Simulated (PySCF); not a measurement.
Potassium: highly charged ions in a basis for the neutral atom

K⁹⁺ [Ne], K¹⁰⁺ [He] 2s2 2p5. Computed with PySCF 2.14 in def2-TZVP (6s4p3d, 33 functions), with the non-relativistic Hamiltonian (point nucleus). No spin-orbit coupling, so a gap to NIST mixes the basis error with missing relativistic terms.

Changed run: basis of the neutral atom used for a highly charged ion. This setting is unsound on purpose.

```json
{"species": "K⁹⁺", "method": "UHF", "sound run (hartree)": "not run", "changed run (hartree)": "-571.15707", "converged": "yes"}
{"species": "K⁹⁺", "method": "PBE0", "sound run (hartree)": "not run", "changed run (hartree)": "-571.37686", "converged": "yes"}
{"species": "K⁹⁺", "method": "BP86", "sound run (hartree)": "not run", "changed run (hartree)": "-571.58058", "converged": "yes"}
{"species": "K¹⁰⁺", "method": "UHF", "sound run (hartree)": "not run", "changed run (hartree)": "-552.58490", "converged": "yes"}
{"species": "K¹⁰⁺", "method": "PBE0", "sound run (hartree)": "not run", "changed run (hartree)": "-552.76708", "converged": "yes"}
{"species": "K¹⁰⁺", "method": "BP86", "sound run (hartree)": "not run", "changed run (hartree)": "-552.96931", "converged": "yes"}
```

Ionisation energy of K⁹⁺:

| method | changed run (eV) | NIST (eV) |
| --- | --- | --- |
| UHF | 505.37 | 503.67 ± 0.07 |
| PBE0 | 506.40 | 503.67 ± 0.07 |
| BP86 | 506.44 | 503.67 ± 0.07 |

The contracted functions were made for the neutral atom and can be too rigid for a highly charged ion.
